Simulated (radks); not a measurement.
Results of a calculation; reference values are marked as such.
Species: the gallium ion Ga4+. Configuration: [Ar] 3d9 (the NIST ground configuration). Level of theory: scalar-relativistic Kohn-Sham, PBEsol, spin-polarised, spherical densities, finite nucleus; open shells are filled with parallel spins first; Fermi nuclear charge, rms radius 3.9973 fm (a radial shooting solver on a logarithmic mesh with Libxc functionals).

Normalised radial functions P(r) = r R(r), r in bohr:

r	3p up	3p down	3d up
0.001624	0.0011	0.0011	0.0000
0.002064	0.0017	0.0017	0.0000
0.002603	0.0026	0.0026	0.0000
0.003309	0.0041	0.0040	0.0000
0.004173	0.0062	0.0062	0.0000
0.005305	0.0097	0.0097	0.0001
0.00669	0.0149	0.0148	0.0001
0.008505	0.0230	0.0230	0.0002
0.01073	0.0349	0.0349	0.0005
0.01363	0.0534	0.0533	0.0009
0.0172	0.0796	0.0794	0.0017
0.02186	0.1186	0.1183	0.0033
0.02757	0.1713	0.1710	0.0063
0.03505	0.2448	0.2443	0.0120
0.0442	0.3357	0.3350	0.0219
0.05618	0.4471	0.4462	0.0400
0.07085	0.5608	0.5596	0.0700
0.09007	0.6608	0.6594	0.1208
0.1136	0.7036	0.7020	0.1974
0.1444	0.6428	0.6412	0.3133
0.1821	0.4395	0.4382	0.4647
0.2315	0.0661	0.0654	0.6557
0.2943	-0.4250	-0.4248	0.8592
0.3712	-0.8996	-0.8984	1.0304
0.4718	-1.2387	-1.2371	1.1337
0.595	-1.3135	-1.3124	1.1283
0.7564	-1.1294	-1.1295	1.0112
0.954	-0.8020	-0.8032	0.8181
1.213	-0.4529	-0.4547	0.5809
1.529	-0.2044	-0.2061	0.3612
1.944	-0.0662	-0.0672	0.1832
2.452	-0.0155	-0.0158	0.0752

3p up: eigenvalue -156.96 eV, 1 radial node at r = 0.240 bohr, <r> = 0.670 bohr, 90 % of the charge inside 1.03 bohr. 3p down: eigenvalue -155.65 eV, 1 radial node at r = 0.240 bohr, <r> = 0.671 bohr, 90 % of the charge inside 1.03 bohr. 3d up: eigenvalue -76.295 eV, 0 radial nodes, <r> = 0.741 bohr, 90 % of the charge inside 1.24 bohr.
